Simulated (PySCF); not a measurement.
# A survey of 29Si NMR shifts

[PySCF 2.14: GIAO PBE0/pcSseg-1 shieldings; GFN2-xTB geometry; in vacuum; one conformer; averaged over atoms made equivalent by symmetry, fast rotation or ring inversion; non-relativistic]

Shieldings were converted by a linear fit to measured shifts: 29Si (scatter 8.9 ppm rms, 25.8 ppm with the 6 outliers that the fit left out vs TMS, solution or neat liquid). A few per cent of atoms miss by over 2 rms, more outside the fitted compound classes.

**Question.** Give the 29Si shifts of `C[Si](C)(C)O[SiH2]C(F)(F)F`, `CO[SiH2]S[Si@H](C)O`, `CN([SiH2]P)C1CCC1`, `CO[Si@@H](O[SiH3])SC`, `CO[SiH2][Si@H](O)SC`, `O[SiH2]C[Si]([SiH3])([SiH3])[SiH3]`, `CC[C@H](O[SiH2][SiH3])C(F)(F)F`, `[SiH3]Cl`.

**Answer.** 
| compound | environment | δ (ppm) |
| --- | --- | --- |
| [CH3:1][Si:2]([CH3:3])([CH3:4])[O:5][SiH2:6][C:7]([F:8])([F:9])[F:10] | Si2: silicon bonded to 3 C, O | 11.7 |
| [CH3:1][Si:2]([CH3:3])([CH3:4])[O:5][SiH2:6][C:7]([F:8])([F:9])[F:10] | Si6: silicon bonded to C, O, 2 H | -45.0 |
| [CH3:1][O:2][SiH2:3][S:4][Si@H:5]([CH3:6])[OH:7] | Si5: silicon bonded to C, O, S, H | -6.0 |
| [CH3:1][O:2][SiH2:3][S:4][Si@H:5]([CH3:6])[OH:7] | Si3: silicon bonded to O, S, 2 H | -12.9 |
| CN([SiH2]P)C1CCC1 | silicon bonded to N, P, 2 H | -41.7 |
| [CH3:1][O:2][Si@@H:3]([O:4][SiH3:5])[S:6][CH3:7] | Si3: silicon bonded to 2 O, S, H | -33.3 |
| [CH3:1][O:2][Si@@H:3]([O:4][SiH3:5])[S:6][CH3:7] | Si5: silicon bonded to O, 3 H | -42.0 |
| [CH3:1][O:2][SiH2:3][Si@H:4]([OH:5])[S:6][CH3:7] | Si4: silicon bonded to O, S, Si, H | -6.6 |
| [CH3:1][O:2][SiH2:3][Si@H:4]([OH:5])[S:6][CH3:7] | Si3: silicon bonded to O, Si, 2 H | -27.7 |
| [OH:1][SiH2:2][CH2:3][Si:4]([SiH3:5])([SiH3:6])[SiH3:7] | Si2: silicon bonded to C, O, 2 H | -20.7 |
| [OH:1][SiH2:2][CH2:3][Si:4]([SiH3:5])([SiH3:6])[SiH3:7] | Si4: silicon bonded to C, 3 Si | -89.1 |
| [OH:1][SiH2:2][CH2:3][Si:4]([SiH3:5])([SiH3:6])[SiH3:7] | Si5/6/7: silicon bonded to Si, 3 H (×3) | -95.0 |
| [CH3:1][CH2:2][C@H:3]([O:4][SiH2:5][SiH3:6])[C:7]([F:8])([F:9])[F:10] | Si5: silicon bonded to O, Si, 2 H | -19.9 |
| [CH3:1][CH2:2][C@H:3]([O:4][SiH2:5][SiH3:6])[C:7]([F:8])([F:9])[F:10] | Si6: silicon bonded to Si, 3 H | -105.6 |
| [SiH3]Cl | silicon bonded to Cl, 3 H | -41.1 |
